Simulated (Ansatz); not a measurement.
A structure relaxed at PBE0-D4/def2-SVP in Ansatz, charge 0, singlet:

| atom | x (Å) | y (Å) | z (Å) |
| --- | --- | --- | --- |
| Zn1 | -0.6817 | -0.7638 | 1.4758 |
| Zn2 | 0.6818 | 0.7637 | -1.4758 |
| O3 | -0.4836 | 0.6356 | 0.1055 |
| O4 | 0.4834 | -0.6355 | -0.1055 |

**Question.** Give its formula and point group.

**Answer.** the cluster Zn2O2. Point group D2h (tolerance 0.1 Å).

**Question.** Summarise the bond lengths by kind (pairs closer than 1.2 times the sum of covalent radii, bridged metal pairs left out).

**Answer.** 4 × O–Zn 1.97 Å.

The restricted singlet is unstable towards broken spin symmetry in Hartree–Fock (as tested in another run); at PBE0-D4/def2-SVP this wasn't settled. Another isomer (triplet) lies 0.76 eV lower at PBE0-D4/def2-TZVP; other spin states weren't run for this one.
